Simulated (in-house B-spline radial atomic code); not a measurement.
# Ionising Pd VII (Pd6+) with different functionals

Computed with a radial B-spline atomic code at the basis-set limit: scalar-relativistic (spin-free X2C) Hamiltonian, Fermi nucleus of rms radius 4.5318 fm, spin-polarised at highest spin, spherical fractional occupations for the functionals, the average over the highest-spin determinants for Hartree-Fock. The ionisation energy is the difference of two self-consistent energies, [Kr] 4d4 → [Kr] 4d3, without Breit or QED terms; ε is the level of the shell that loses the electron (its least bound occupied spin orbital). There is no spin-orbit coupling in this Hamiltonian.

Hybrids are left out here: with spherical fractional occupations of an open shell their exact exchange keeps a self-interaction that integer-occupation calculations don't have.

| method | rung | ΔSCF (eV) | -ε(4d) (eV) |
| --- | --- | --- | --- |
| Hartree-Fock | Hartree-Fock | 101.76 | 102.66 |
| LDA VWN5 | LDA | 102.68 | 93.53 |
| LDA PW92 | LDA | 102.67 | 93.52 |
| LDA exchange-only | LDA | 101.12 | 92.02 |
| PBE | GGA | 102.66 | 93.52 |
| PBEsol | GGA | 102.60 | 93.45 |
| BLYP | GGA | 102.37 | 93.21 |
| RPBE | GGA | 102.64 | 93.49 |
| PW91 | GGA | 102.73 | 93.59 |
| BP86 | GGA | 102.65 | 93.50 |
| AM05 | GGA | 102.56 | 93.41 |
| OLYP | GGA | ? | ? |
| TPSS | meta-GGA | 102.64 | 93.51 |
| SCAN | meta-GGA | 103.02 | 93.98 |
| r2SCAN | meta-GGA | ? | ? |
| revTPSS | meta-GGA | 102.59 | 93.46 |

Q: What does OLYP give?

A: ΔSCF 103.09 eV, and -ε(4d) = 93.90 eV.

Q: What does r2SCAN give?

A: ΔSCF 103.09 eV, and -ε(4d) = 94.05 eV.

Q: How do they compare with the NIST value?

A: NIST lists 101 eV ± 2 (tabulated theory, ground level to ground level). Errors run from +0.12 to +2.09 eV; all lie within about twice that uncertainty, so the table can't rank the methods. Hartree-Fock also lacks correlation.
